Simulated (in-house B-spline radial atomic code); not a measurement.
A fraction x of an electron is removed from 2p in the fluorine ion F⁴⁺, starting from [He] 2s2 2p1 and keeping the highest spin. Computed with a B-spline radial code for spherical atoms: non-relativistic B3LYP, spin-polarised, spherical fractional occupations, point nucleus.

Caution: exact exchange at fractional occupations of open shells leaves self-interaction of up to several eV.

```json
{"x": "0", "E(x) - E(0) (eV)": "0.0000", "2p up level (eV)": "-100.330"}
{"x": "0.09", "E(x) - E(0) (eV)": "9.1308", "2p up level (eV)": "-102.578"}
{"x": "0.25", "E(x) - E(0) (eV)": "25.8648", "2p up level (eV)": "-106.603"}
{"x": "0.34", "E(x) - E(0) (eV)": "35.5615", "2p up level (eV)": "-108.880"}
{"x": "0.46", "E(x) - E(0) (eV)": "48.8099", "2p up level (eV)": "-111.930"}
{"x": "0.5", "E(x) - E(0) (eV)": "53.3075", "2p up level (eV)": "-112.949"}
{"x": "0.59", "E(x) - E(0) (eV)": "63.5763", "2p up level (eV)": "-115.249"}
{"x": "0.69", "E(x) - E(0) (eV)": "75.2292", "2p up level (eV)": "-117.810"}
{"x": "0.77", "E(x) - E(0) (eV)": "84.7362", "2p up level (eV)": "-119.864"}
{"x": "0.94", "E(x) - E(0) (eV)": "105.4846", "2p up level (eV)": "-124.237"}
{"x": "1", "E(x) - E(0) (eV)": "112.9852", "2p up level (eV)": "-"}
```

The exact functional would give a straight line between the two integer points. Deviations E(x) - E(0) - x[E(1) - E(0)], in eV: -1.038 at x = 0.09, -2.382 at x = 0.25, -2.853 at x = 0.34, -3.163 at x = 0.46, -3.185 at x = 0.5, -3.085 at x = 0.59, -2.731 at x = 0.69, -2.262 at x = 0.77, -0.721 at x = 0.94.

The curve lies below the straight line by up to 3.185 eV (at x = 0.5): convex, the delocalisation error, to which spherically averaged exact exchange adds.

**Question.** How well does Slater's transition state (minus the level at half occupation) give the ionisation energy?

**Answer.** It gives 112.949 eV against 112.985 eV from the two total energies; NIST lists 114.25 eV, ground level to ground level. The end point has an open shell averaged over its orbitals, so its exact exchange keeps a self-interaction and this is no true integer point.
